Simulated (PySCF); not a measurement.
A structure optimised at PBE0-D3(BJ)/def2-SVP, used in a PySCF frequency run:

```xyz
6

Al     0.0692    -0.9419     0.0000
F      1.5585    -1.6724     0.0000
Br    -0.0440     1.2927     0.0000
N     -1.3814    -1.9229     0.0000
H     -2.3246    -1.5530     0.0000
H     -1.3926    -2.9363     0.0000
```

Write its SMILES, formula and point group.

[NH2][Al]([F])[Br], AlBrFH2N, Cs

What are its rotational constants (standard atomic weights)?

6.3393, 1.8534, 1.4341 GHz
